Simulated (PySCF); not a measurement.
Ga(Cl)(Br)(OH) (BrClGaHO), SMILES [OH][Ga]([Cl])[Br]. Geometry optimised at PBE0-D3(BJ)/def2-SVP. The structure was generated by enumeration; whether it is a known compound was not checked. One conformer was computed; it need not be the lowest.

**Question.** Give the equilibrium geometry at PBE0-D3(BJ)/def2-SVP (PySCF confirms it by a frequency run) as bond lengths and angles, and its point group. (The exact figures need the calculation; the answer reports its results.)

**Answer.** One answer among several that fit: point group Cs.
Atoms: Ga1 Cl2 Br3 O4 H5. Bond lengths (Å): Ga1–Cl2 2.135, Ga1–Br3 2.255, Ga1–O4 1.766, O4–H5 0.964. Angles (°): Cl2–Ga1–Br3 121.0, Cl2–Ga1–O4 120.0, Br3–Ga1–O4 119.1, Ga1–O4–H5 113.4.
Charge 0, spin multiplicity 1.
